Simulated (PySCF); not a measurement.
Isomers of C3H6O. All species are isolated molecules in the gas phase. One relaxed conformer stands for each flexible species; it need not be the lowest. Strings in code marks are SMILES.

All values below come from PySCF with B3LYP-D3(BJ)/def2-TZVP. All candidates: neutral, multiplicity 1. B3LYP has the VWN-RPA correlation part, as in Gaussian. 

```
Property         Result
-------------  --------
HOMO–LUMO gap   7.95 eV
HOMO           -6.92 eV
```

Identify which member has these values.
A) `OC1CC1` (H–O–C–C torsion 144°)
B) `C=C(C)O` (C–C–O–H torsion 0°)
C) `C1COC1`
D) `C[C@@H]1CO1`

C, `C1COC1`. The others give `OC1CC1` (H–O–C–C torsion 144°): 8.23 eV, -7.33 eV; `C=C(C)O` (C–C–O–H torsion 0°): 7.03 eV, -6.40 eV; `C[C@@H]1CO1`: 8.73 eV, -7.51 eV
